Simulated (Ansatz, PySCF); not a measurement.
The pair A = germylsilane (SMILES [SiH3][GeH3]) (first 8 atoms), B = CH4 (SMILES C); geometry from B3LYP-D3(BJ)/def2-TZVP.
(charge 0, multiplicity 1):
```xyz
13

Si     0.66080     1.33791     0.64120
Ge    -0.36328    -0.80312     0.37042
H      0.10282     2.03573     1.82168
H      0.41365     2.16510    -0.56402
H      2.12382     1.18202     0.82137
H      0.11556    -1.79325     1.44608
H     -0.01901    -1.39425    -1.00953
H     -1.89586    -0.69020     0.47133
C      0.06236     0.04414     4.35266
H      0.01567    -0.49466     5.29806
H      0.17688     1.10986     4.54446
H      0.91230    -0.31489     3.77410
H     -0.85602    -0.12684     3.79270
```

Correlated levels freeze the cores. Filled d and f shells under p-block atoms count as core. Rows in 6-31G* carry no dispersion term and start afresh at each structure (6-31G* with six Cartesian d functions); the Pople sets are all-electron and without relativity. MP2/6-31G* freezes PySCF's default core, which leaves 3d correlated.

The values were computed with Ansatz (an electronic-structure program); PySCF for 6-31G* rows. 

Total energies (hartree), monomers frozen at their geometry in the pair:

```tsv
structure	B3LYP/def2-TZVPPD	MP2/6-31G*	CCSD(T)/def2-SVPD
AB	-2410.7135562	-2408.1361345	-2408.0730642
A in the pair's basis	-2370.1757338	-2367.8032990	-2367.7053076
B in the pair's basis	-40.5391846	-40.3331968	-40.3667106
A	-2370.1756249	-2367.8028042	-2367.7041342
B	-40.5391541	-40.3325490	-40.3658987
```

Problem. Work out the interaction energy without and with the counterpoise correction, and the superposition error, for each level.

Solution. 
E(AB) − E(A) − E(B), times 627.509 kcal/mol, with the monomers in their own basis and then in the pair's basis:
- B3LYP/def2-TZVPPD: 0.77 uncorrected, 0.85 corrected; the monomers gain 0.09 kcal/mol from borrowed functions
- MP2/6-31G*: -0.49 uncorrected, 0.23 corrected; the monomers gain 0.72 kcal/mol from borrowed functions
- CCSD(T)/def2-SVPD: -1.90 uncorrected, -0.66 corrected; the monomers gain 1.25 kcal/mol from borrowed functions
